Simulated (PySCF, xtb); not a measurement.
F4Te, SMILES F[Te-](F)(F)F, charge -1, multiplicity 2.

Harmonic wavenumbers (cm⁻¹) from xtb 6.7.1 with GFN2-xTB at its own minimum, in rising order: 48, 73, 130, 203, 206, 289, 409, 412, 450.

**Question.** What does PBE-D3(BJ)/def2-SVPD (PySCF 2.14.0) give at its own minimum? (Estimate from the structure and the level; the computed values follow.)

**Answer.** 114, 132, 138, 209, 266, 362, 446, 467, 500. Paired by order, the mean absolute difference is 46 cm⁻¹ and the zero-point energies are 3.2 and 3.8 kcal/mol.
